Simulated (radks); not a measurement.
Spherical quantum dot in the effective-mass picture: electrons in a hard-walled sphere of radius 1.31, with a point charge +1 (a donor) at the centre, all in effective atomic units (hartree* = m*/eps^2 hartree, bohr* = eps/m* bohr), one dielectric constant everywhere. Method: non-relativistic Kohn-Sham, r2SCAN, spin-polarised, spherical densities, generalised Kohn-Sham scheme; computed with a radial shooting solver with Libxc functionals. Levels are named by radial order and angular momentum (1s, 1p, 1d, 2s, ...), and open shells are averaged over m.

N = 8, configuration 1s2 1p6. This is the lowest configuration that the search found. Occupied and some empty levels:

| level | occupation | eigenvalue (hartree*) | <r> (bohr*) |
|---|---|---|---|
| 1s | 2 | 9.5621 | 0.6701 |
| 1p | 6 | 12.497 | 0.7959 |
| 1d | 0 | 16.189 | 0.8632 |
| 2s | 0 | 17.795 | 0.6326 |
| 1f | 0 | 20.702 | 0.9094 |

Energy (hartree*): total 59.3000, kinetic 41.309, external -11.913, Hartree 37.541, exchange-correlation -7.6368.
